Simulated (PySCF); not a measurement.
Identify the unknown among the candidates.

All candidates are C8H13N.

- Rotational structure: rotational constants A, B, C: 2.872, 0.753, 0.650 GHz [GFN2-xTB]
- NMR, other nuclei: isotropic shieldings of nuclei other than C and H, by class: -129 (1 N) ppm [GIAO PBE0/pcSseg-1]
- 1H NMR: chemical shifts (computed TMS as zero) by class: 7.58 (1 H), 7.27 (1 H), 6.56 (1 H), 6.05 (1 H), 5.39 (1 H), 5.26 (1 H), 2.14 (2 H), 1.53 (2 H), 0.87 (3 H) ppm [GIAO PBE0/pcSseg-1]
- Dipole: 2.57 D [PBE0/pcSseg-1]
- 13C NMR: chemical shifts (computed TMS as zero) by class: 169.2 (1 C), 143.8 (1 C), 143.6 (1 C), 130.2 (1 C), 119.9 (1 C), 39.0 (1 C), 23.3 (1 C), 15.8 (1 C) ppm [GIAO PBE0/pcSseg-1]

Electronic properties: PySCF, gas phase, density fitting. Levels stand in brackets. Geometry: GFN2-xTB, one conformer, isolated molecule. NMR classes are plain means over equivalent atoms (diastereotopic ones count apart unless rotation or inversion swaps them), as if these changed places fast.

Question: Which candidate is it?
A. `C=C/C=C/N=C\CCC`
B. `[H]/N=C1\CCC[C@H](C=C)C1`
C. `C=C(CC#N)C(C)(C)C`
D. `[H]/N=C\[C@@H]1CC[C@@H]2C[C@@H]2C1`
E. `C1CC(=NC2CCC2)C1`

Answer: A. It is `C=C/C=C/N=C\CCC`. Numbering: `[CH2:1]=[CH:2]/[CH:3]=[CH:4]/[N:5]=[CH:6]\[CH2:7][CH2:8][CH3:9]`. Its formula, C8H13N, gives 3 degrees of unsaturation: 0 rings and 3 π bonds in the structure found. 8 carbons fall into 8 classes; from least to most shielded: imine carbon [C6] (169.2 ppm), vinylic carbon bearing nitrogen [C4] (143.8 ppm), alkene CH carbon [C2] (143.6 ppm), alkene CH carbon [C3] (130.2 ppm), terminal =CH2 carbon [C1] (119.9 ppm), chain CH2 carbon [C7] (39.0 ppm), chain CH2 carbon [C8] (23.3 ppm), methyl carbon [C9] (15.8 ppm). Hydrogen classes from least to most shielded: 1 H on an imine carbon, C6 (7.58 ppm), 1 H on a vinylic carbon bearing nitrogen, C4 (7.27 ppm), 1 H on an alkene CH carbon, C2 (6.56 ppm), 1 H on an alkene CH carbon, C3 (6.05 ppm), 1 H on a terminal =CH2 carbon, C1 (5.39 ppm), 1 H on a terminal =CH2 carbon, C1 (5.26 ppm), 2 H on a chain CH2 carbon, C7 (2.14 ppm), 2 H on a chain CH2 carbon, C8 (1.53 ppm), 3 H on a methyl carbon, C9 (0.87 ppm). The other shieldings belong to: -129 ppm, imine nitrogen [N5]. The optimised geometry has point group C1 and is an asymmetric top.

The others, at the same levels:
- `C1CC(=NC2CCC2)C1` fails: it has 7 carbon classes against 8; its computed 13C shifts are 173.6 (1 C), 54.2 (1 C), 39.6 (1 C), 35.1 (1 C), 31.8 (2 C), 15.4 (1 C), 13.1 (1 C) ppm, 1H shifts are 3.96 (1 H), 2.99 (2 H), 2.69 (2 H), 2.42 (2 H), 2.25 (2 H), 1.93 (1 H), 1.88 (2 H), 1.85 (1 H) ppm and rotational constant A is 4.931 GHz (against 2.872 GHz).
- `[H]/N=C1\CCC[C@H](C=C)C1` fails: its computed 13C shifts are 182.5 (1 C), 153.3 (1 C), 119.7 (1 C), 51.4 (1 C), 48.9 (1 C), 44.9 (1 C), 36.9 (1 C), 30.9 (1 C) ppm, 1H shifts are 10.13 (1 H), 6.01 (1 H), 5.42 (1 H), 5.22 (1 H), 2.56 (1 H), 2.24 (1 H), 2.05 (1 H), 2.01 (1 H), 1.95 (1 H), 1.92 (1 H), 1.76 (1 H), 1.50 (1 H), 1.22 (1 H) ppm and smallest rotational constant is 0.890 GHz (against 0.650 GHz).
- `C=C(CC#N)C(C)(C)C` fails: it has 6 carbon classes against 8; its computed 13C shifts are 159.3 (1 C), 123.9 (1 C), 120.8 (1 C), 39.0 (1 C), 30.8 (3 C), 22.6 (1 C) ppm, 1H shifts are 5.42 (1 H), 5.38 (1 H), 2.98 (2 H), 1.22 (9 H) ppm and rotational constant A is 2.438 GHz (against 2.872 GHz).
- `[H]/N=C\[C@@H]1CC[C@@H]2C[C@@H]2C1` fails: its computed 13C shifts are 182.6 (1 C), 53.3 (1 C), 31.4 (1 C), 26.3 (1 C), 26.2 (1 C), 13.4 (1 C), 12.7 (1 C), 10.8 (1 C) ppm, 1H shifts are 10.48 (1 H), 7.48 (1 H), 2.09 (1 H), 2.03 (1 H), 1.83 (1 H), 1.35 (1 H), 1.35 (1 H), 1.28 (1 H), 0.96 (1 H), 0.89 (1 H), 0.87 (1 H), 0.67 (1 H), -0.17 (1 H) ppm and rotational constant A is 3.548 GHz (against 2.872 GHz).

Each candidate is one conformer, not necessarily the lowest. The conformers computed, where there is a choice (atom-mapped SMILES and torsion angles):
- `[CH2:1]=[CH:2]/[CH:3]=[CH:4]/[N:5]=[CH:6]\[CH2:7][CH2:8][CH3:9]`: C1–C2–C3–C4 176°, C3–C4–N5–C6 130°, N5–C6–C7–C8 -106°, C6–C7–C8–C9 65°
- `[CH2:1]1[CH2:2][C:3](=[N:4][CH:5]2[CH2:6][CH2:7][CH2:8]2)[CH2:9]1`: C3–N4–C5–C6 -172°
- `[CH2:1]=[C:2]([CH2:3][C:4]#[N:5])[C:6]([CH3:7])([CH3:8])[CH3:9]`: C1–C2–C3–C4 -90°, C1–C2–C6–C7 -111°

The conformers of `[H]/N=C1\CCC[C@H](C=C)C1` and `[H]/N=C\[C@@H]1CC[C@@H]2C[C@@H]2C1` aren't listed.
